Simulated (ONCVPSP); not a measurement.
Before and after: ONCV potential for argon

argon (Ar), optimised norm-conserving Vanderbilt (ONCV), made with ONCVPSP 4.0.1 (PBE, non-relativistic). Core [Ne], reference 3s2 3p6. Waves: 3s: rc 1.15 bohr, ncon 3, nbas 7, qcut 6.1 1/bohr, 3 projectors, debl 2.2 Ha; 3p: rc 1.35 bohr, ncon 3, nbas 6, qcut 7 1/bohr, 2 projectors, debl 0.8 Ha; d scattering state at 0.35 Ha: rc 1.35 bohr, ncon 4, nbas 8, qcut 7.6 1/bohr, 2 projectors, debl 2.5 Ha. Local part: polynomial inside 0.85 bohr (lpopt 5, dvloc0 6 Ha). Core correction: polynomial model core, fcfact 0.2.

All-electron outer shells of the reference configuration (PBE, non-relativistic, ld1.x):

| shell | level (eV) | outermost node (bohr) | outermost maximum (bohr) |
| --- | --- | --- | --- |
| 2s | -294.73 | 0.12 | 0.34 |
| 2p | -229.77 | – | 0.28 |
| 3s | -24.06 | 0.52 | 1.19 |
| 3p | -10.29 | 0.49 | 1.30 |

Change: p: qcut 10.6.

Cutoffs: the cutoffs (Ha) at which the residual kinetic energy of the hardest occupied pseudo-wave falls to 1 and 0.1 mHa per electron; they do not see the model core or the augmentation charge, which bear on the density cutoff. Errors are all-electron minus pseudo energies relative to the spin-unpolarised reference configuration.

Q: Predict the effect on cutoff, ghosts and configuration errors.

A: The potential gets harder (18 Ha and 63 Ha → 22 Ha and 63 Ha); both files keep a bound ghost (s); of the 4 tests that both files solve, the error grows in 0 and shrinks in 1 by more than 15 % and 0.3 meV (median size 9.8 → 9.5 meV). The waves are optimised to have the least kinetic energy above qcut, so the cutoff follows it (qcut²/2 in Ha).

```tsv
quantity	base	changed
cutoff, loose	18 Ha	22 Ha
cutoff, tight	63 Ha	63 Ha
loose cutoff by channel	s 18 Ha, p 10 Ha	s 18 Ha, p 22 Ha
bound ghosts	s	s
GHOST(+) flags under 300 eV	none	none
error for 3s2 3p5, meV [ΔE 16.07 eV]	+2.3	+2.1
error for 3s2 3p4, meV [ΔE 44.74 eV]	+15	+17
error for 3s2 3p3, meV [ΔE 87.33 eV]	+56	+64
error for 3s1 3p6, meV [ΔE 30.43 eV]	+4.3	+2.1
s: phases at 1.17 bohr within 0.05 rad from the reference energy up to (Ha; the scan ends near 5)	to the end of the scan	to the end of the scan
p: phases at 1.37 bohr within 0.05 rad from the reference energy up to (Ha; the scan ends near 5)	to the end of the scan	to the end of the scan
d: phases at 1.37 bohr within 0.05 rad from the reference energy up to (Ha; the scan ends near 5)	to the end of the scan	to the end of the scan
rms error of d²Exc/dni dnj with the model core, mHa	0.49	0.53
```

 A true bound ghost makes a file unfit for plane-wave use even where its test errors are small: the radial tests pick states by their node count and pass the ghost by.
